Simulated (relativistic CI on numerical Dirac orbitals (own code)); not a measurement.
**One change at a time: Tl¹²⁺**

Base calculation: Dirac-Coulomb-Breit CI, orbitals from a KLI potential per configuration, QED by a radiative potential, unscaled Slater integrals.

Configurations in the expansion (outside the closed core [Kr] 4d10): 4f14 5s2 5p6 5d, 4f14 5s2 5p6 5f, 4f14 5s2 5p6 6s, 4f14 5s2 5p5 5d2, 4f14 5s2 5p6 6p, 4f14 5s2 5p6 5g, 4f14 5s 5p6 5d2, 4f14 5s2 5p5 5d 5f, 4f14 5s2 5p6 6d, 4f14 5s2 5p6 7s, 4f14 5s2 5p5 5d 5g, 4f14 5s2 5p5 5d 6s, 4f14 5s 5p6 5d 5f, 4f14 5s2 5p6 7p, 4f14 5s2 5p6 6f, 4f13 5s2 5p6 5d2, 4f14 5s2 5p6 7d, 4f14 5s2 5p5 5d 6p, 4f14 5s2 5p6 8s, 4f14 5s 5p6 5d 5g, 4f14 5s2 5p6 8p, 4f14 5p6 5d3, 4f14 5p5 5d4. Double excitations out of closed p, d and f shells are left out; levels of such configurations are missing from the list, as are those of other unlisted configurations, and high levels can miss mixing partners. These lack a partner that the ground configuration has and come out too high: 4f14 5s2 5p5 5d 5f, 4f14 5s2 5p5 5d 5g, 4f14 5s2 5p5 5d 6s, 4f13 5s2 5p6 5d2, 4f14 5s2 5p5 5d 6p.

Variants: (1) valence Slater integrals scaled by 0.9; (2) configuration mixing switched off; (3) one mean potential for all configurations. Shifts of the energy above 4f14 5s2 5p6 5d 2D_3/2, in cm⁻¹, for the lowest level and the first level of each name with at least 55 % of one term (blank where a level changes its place among those of its configuration and J or its character, or is not in the variant):

| Level | Base | Δ(1) | Δ(2) | Δ(3) |
| --- | --- | --- | --- | --- |
| 4f14 5s2 5p6 5d 2D_3/2 | 0 | 0 | 0 | 0 |
| 4f14 5s2 5p6 5d 2D_5/2 | 28633 | +20 | -8 | -49 |
| 4f14 5s2 5p6 6s 2S_1/2 | 388574 | -4 | +122 | -404 |
| 4f14 5s2 5p5 5d2 4D°_1/2 | 492006 | +3604 | -6790 | -328 |
| 4f14 5s2 5p5 5d2 4D°_3/2 | 494283 | +3203 | -6392 | -328 |
| 4f14 5s2 5p6 6p 2P°_1/2 | 524144 | -496 | -2250 | -316 |
| 4f14 5s2 5p5 5d2 4D°_7/2 | 526063 | +2786 | -4770 | -316 |
| 4f14 5s2 5p5 5d2 4G°_9/2 | 527645 | +2462 | -4716 | -290 |
| 4f14 5s2 5p5 5d2 4G°_11/2 | 536771 | +2297 | -4276 | -283 |
| 4f14 5s2 5p5 5d2 2F°_7/2 | 557475 | +179 | -4197 | -355 |
| 4f14 5s2 5p5 5d2 2H°_11/2 | 563843 | +791 | -4147 | -312 |
| 4f14 5s2 5p5 5d2 2G°_9/2 | 583076 | -1552 | -5302 | -371 |
| 4f14 5s2 5p5 5d2 2P°_1/2 | 585279 | -548 | -6578 | -376 |
| 4f14 5s2 5p6 6p 2P°_3/2 | 585597 | -731 | -3814 | -235 |
| 4f14 5s2 5p5 5d2 2P°_3/2 | 623013 | -4468 | -5735 | -440 |
| 4f14 5s2 5p6 6d 2D_3/2 | 791387 | -637 | -3393 | -13 |
| 4f14 5s2 5p6 6d 2D_5/2 | 802792 | -690 | -3756 | +12 |
| 4f14 5s2 5p5 5d 6s 4P°_1/2 | 885746 | +2219 | -7709 | +96 |
| 4f14 5s2 5p5 5d 6s 4P°_3/2 | 897693 | +1445 | -7704 | +84 |
| 4f14 5s2 5p5 5d 6s 2P°_1/2 | 906140 | +392 | -7699 | +104 |
| 4f14 5s2 5p5 5d 6s 4F°_7/2 | 913243 | -366 | -7693 | -11 |

At this charge energies of transitions that change n are usually good to better than 1 %, and those within a shell (Δn = 0) to a few per cent. Levels and lines within the n = 5 or 6 shells can be off by up to 10 % or somewhat more, and those that change n by about 2 %, since core polarisation is missing.

Ionisation energy from the two ground configurations alone: base 217.988 eV. The NIST ASD value (semi-empirical) is 218.3 eV.

LS names give the leading component of a level, which can be under half, so a name can repeat, a term be missing and a line seem to break the LS rules.
